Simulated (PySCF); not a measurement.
ZrSBr₂, singlet: data card

All numbers come from PBE0 in PySCF with Zr def2-SVP with ECP28, S def2-SVP, Br def2-SVP; scalar-relativistic core potentials, no spin–orbit coupling; density-fitted integrals.

The structure is a minimum.

Z-matrix (Å, degrees; charge 0 multiplicity 1):
```
Zr
S  1 2.1873
Br 1 2.5019 2 112.73
Br 1 2.5019 2 112.73 3 139.27
```

```json
{"Point group": "Cs", "Bond lengths": "Zr–Br 2.502 Å (×2), Zr–S 2.187 Å", "Bond angles": "Br–Zr–Br 119.7°, Br–Zr–S 112.7° (×2)", "Principal quadrupole moments (Buckingham, traceless) about the centre of mass": "-9.57, -4.96, 14.52 D Å", "Zero-point energy": "8.2 kJ/mol", "Highest occupied level": "-7.58 eV", "Heat capacity Cp at 298.15 K": "76.7 J/(mol K)", "Entropy at 298.15 K and 1 bar": "374.2 J/(mol K)", "Atomisation energy without zero-point energy": "1426 kJ/mol", "Rotational symmetry number": "1", "Enthalpy at 298.15 K above 0 K": "18.84 kJ/mol", "Dipole moment": "3.56 D", "Rotational constants": "0.05261, 0.02232, 0.01617 cm⁻¹", "Lowest empty level": "-3.64 eV", "Principal polarisabilities": "56.5, 101.1, 104.0 bohr³"}
```

Harmonic modes (masses in u: Zr 89.905, S 31.972, Br 78.918):
```
symmetry  ω (cm⁻¹)  IR (km/mol)  μ (u)
      a'        45         14.5  72.97
      a'        78          5.4  57.40
     a''       106          0.3  39.63
      a'       255         20.0  76.34
     a''       323         79.2  83.87
      a'       560         84.5  39.03
```

Charges (e):
```tsv
atom	Mulliken	Löwdin	polar tensor	Mayer order to Zr1
Zr1	0.72	-0.41	1.79	–
S2	-0.20	0.18	-0.66	2.43
Br3,4	-0.26	0.11	-0.56	1.21
```

Mulliken populations on Zr1 (electrons outside its core potential): s 2.32, p 6.43, d 2.47, f 0.07.

Formally Zr is in oxidation state +4, d0. The polar-tensor charge on Zr, 1.79, is far below the formal one.

Stability towards spin polarisation was not tested. Other isomers or separated fragments may lie lower.

The final relaxation and frequency run took roughly 6 core-minutes on a shared host.
